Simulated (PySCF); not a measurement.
Zr(Cl)2(NH2)(Me) (CH5Cl2NZr), SMILES [CH3][Zr]([NH2])([Cl])[Cl], multiplicity 1. Atoms are numbered in the order given.

```xyz
10

Zr     0.0554    -0.1613     0.0000
Cl    -0.0048     1.0082    -2.0556
Cl    -0.0048     1.0082     2.0556
N      1.5441    -1.5157     0.0000
H      2.0038    -1.9028    -0.8340
H      2.0038    -1.9028     0.8340
C     -1.7634    -1.4169     0.0000
H     -2.6669    -0.7661     0.0000
H     -1.8098    -2.0713     0.8977
H     -1.8098    -2.0713    -0.8977
```

Geometry: PBE-D3(BJ)/def2-SVP. The multiplicity is an assumed one; no other spin state was optimised. The structure was generated by enumeration; whether it is a known compound was not checked. The def2 effective core potentials stand for the cores of Zr; spin–orbit coupling is left out. Other conformers were not sampled.

Method: PBE-D3(BJ)/def2-SVP run with PySCF.

Frequencies are harmonic and unscaled.

Question: List the normal modes with their intensities. (Estimate from the structure and the level; the computed values follow.)

Answer: 
| mode | ν (cm⁻¹) | IR (km/mol) | moving atoms (share of kinetic energy) |
|---|---|---|---|
| 1 | 85 | 2.8 | Cl 77 %, Zr 17 % |
| 2 | 98 | 0.8 | H 44 %, C 36 %, Cl 15 % |
| 3 | 101 | 3.6 | Cl 36 %, Zr 32 %, C 12 %, N 11 %, H 10 % |
| 4 | 124 | 0.6 | N 43 %, H 29 %, Cl 21 % |
| 5 | 132 | 0.0 | H 88 % |
| 6 | 158 | 1.4 | N 34 %, H 31 %, C 25 % |
| 7 | 191 | 2.1 | H 87 % |
| 8 | 363 | 20.0 | Cl 82 %, Zr 14 % |
| 9 | 377 | 17.9 | Cl 42 %, H 34 %, Zr 19 % |
| 10 | 431 | 20.2 | H 71 %, N 13 % |
| 11 | 460 | 105.2 | H 79 %, N 16 % |
| 12 | 484 | 83.8 | H 56 %, Zr 17 %, Cl 12 %, C 12 % |
| 13 | 495 | 42.5 | C 54 %, H 34 %, Zr 10 % |
| 14 | 531 | 89.7 | H 61 %, C 22 %, N 10 % |
| 15 | 655 | 97.0 | N 67 %, Zr 17 %, H 15 % |
| 16 | 1110 | 6.5 | H 78 %, C 22 % |
| 17 | 1345 | 7.7 | H 94 % |
| 18 | 1347 | 8.7 | H 95 % |
| 19 | 1436 | 34.9 | H 89 %, N 11 % |
| 20 | 2940 | 0.4 | H 97 % |
| 21 | 3041 | 5.8 | H 91 %, C 9 % |
| 22 | 3050 | 4.5 | H 91 %, C 9 % |
| 23 | 3440 | 80.5 | H 96 % |
| 24 | 3533 | 28.3 | H 92 %, N 8 % |
